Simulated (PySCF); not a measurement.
An unknown is described by computed data only.

Formula: C6H14P2.

- Valence photoelectron: vertical ionisation energy: 6.62 eV [ΔSCF B3LYP/def2-SVPD]
- UV, first state: lowest singlet excitation: 3.46 eV (359 nm, f = 0.081) [TDDFT B3LYP/def2-SVPD]
- 1H NMR: chemical shifts (computed TMS as zero) by class: 5.45 (1 H), 5.20 (1 H), 3.07 (2 H), 2.61 (1 H), 1.80 (3 H), 1.41 (3 H), 0.98 (1 H), -0.15 (2 H) ppm [GIAO KT3/pcSseg-1]
- NMR, other nuclei: isotropic shieldings of nuclei other than C and H, by class: 351 (1 P), 507 (1 P) ppm [GIAO KT3/pcSseg-1]
- Rotational structure: rotational constants A, B, C: 2.827, 0.655, 0.634 GHz [PBE0-D3(BJ)/def2-SVP]
- Polarisability: 137.1 au [B3LYP/def2-SVPD]
- 13C NMR: chemical shifts (computed TMS as zero) by class: 129.7 (1 C), 124.9 (1 C), 23.8 (1 C), 16.8 (1 C), 9.2 (1 C), 0.9 (1 C) ppm [GIAO KT3/pcSseg-1]
- Dipole: 3.65 D [B3LYP/def2-SVPD]
- Triplet: lowest triplet excitation (Tamm–Dancoff): 2.90 eV [TDA B3LYP/def2-SVPD]

Gas-phase values; electronic properties from PySCF, density fitting. Levels stand in brackets. Geometry: PBE0-D3(BJ)/def2-SVP, one conformer, isolated molecule. NMR values are class means; diastereotopic atoms form classes of their own.

Question: Give a SMILES that accounts for the data.

Answer: Numbering: `[CH2:1]=[P@:2]([CH3:3])(/[CH:4]=[CH:5]/[CH3:6])[CH2:7][PH2:8]`. 6 carbons fall into 6 classes; from least to most shielded: alkene CH carbon [C4] (129.7 ppm), alkene CH carbon [C5] (124.9 ppm), allylic carbon [C6] (23.8 ppm), sp3 carbon bound to phosphorus [C7] (16.8 ppm), sp3 carbon bound to phosphorus [C3] (9.2 ppm), carbon bonded to P and 2 H [C1] (0.9 ppm). Hydrogen classes from least to most shielded: 1 H on an alkene CH carbon, C5 (5.45 ppm), 1 H on an alkene CH carbon, C4 (5.20 ppm), 2 H on a phosphine phosphorus, P8 (3.07 ppm), 1 H on an sp3 carbon bound to phosphorus, C7 (2.61 ppm), 3 H on an allylic carbon, C6 (1.80 ppm), 3 H on an sp3 carbon bound to phosphorus, C3 (1.41 ppm, a mean of values up to 0.8 ppm apart in this geometry), 1 H on an sp3 carbon bound to phosphorus, C7 (0.98 ppm), 2 H on a carbon bonded to P and 2 H, C1 (-0.15 ppm). The other shieldings belong to: 351 ppm, phosphorus bonded to 4 C [P2]; 507 ppm, phosphine phosphorus [P8]. S1 is mainly HOMO→LUMO (weight 0.98); the largest Löwdin shares of the orbital it empties are 0.53 on the carbon bonded to P and 2 H, 0.16 on the phosphorus bonded to 4 C and 0.07 on each of 2 atoms of one kind (hydrogen on carbon), of the orbital it fills 0.32 on an alkene CH carbon, 0.27 on an alkene CH carbon, 0.06 on the phosphorus bonded to 4 C and 0.06 on the allylic carbon. The optimised geometry has point group C1 and is an asymmetric top. Structure: `PC[P@@](=C)(C)/C=C/C`. Computed isomers that give other values at the same levels: `C=CC[P@](C)(P)=CC` (rotational constant A: 1.604 GHz; this holds for the one conformer computed). The assignments are read from this structure; whether some other isomer fits the data as well wasn't checked. The mirror image fits equally.

Shape of the structure used: `[CH2:1]=[P@:2]([CH3:3])(/[CH:4]=[CH:5]/[CH3:6])[CH2:7][PH2:8]`: C1–P2–C4–C5 113°, C1–P2–C7–P8 -50°, H–P8–C7–P2 85°, H–P8–C7–P2 180°.
